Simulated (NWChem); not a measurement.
Species: SiH2OClF; SMILES [SiH](O)(Cl)F

```xyz
6

Si    -0.0035     0.4580     0.3725
O     -1.2888     1.2525    -0.2530
F      1.3736     1.0307    -0.2430
Cl    -0.0539    -1.5332    -0.1190
H     -0.0067     0.6517     1.8296
H     -1.4996     1.1414    -1.1853
```
Atoms are numbered in this order, from 1.

All runs: NWChem. Geometry optimised at PBE0/def2-SVP; all other runs use it. Pople sets run with spherical d functions. Vzz has the sign of the potential's second derivative.

```tsv
quantity	level	value
dipole (D)	MPW1K/6-31G*	(withheld)
Vzz Cl4 (a.u.)	PBE/6-31G*	1.939
solvation free energy (kcal/mol) in methanol	PBE0/6-31G*, SMD	-6.9
charge (e), Mulliken O2	Hartree-Fock/6-31G*	(withheld)
highest harmonic frequency (cm⁻¹)	PBE0/def2-SVP	3932
```

Q: Some entries are withheld; supply them.

A: 
- dipole (D), value: 1.20
- charge (e), Mulliken O2, value: -0.87
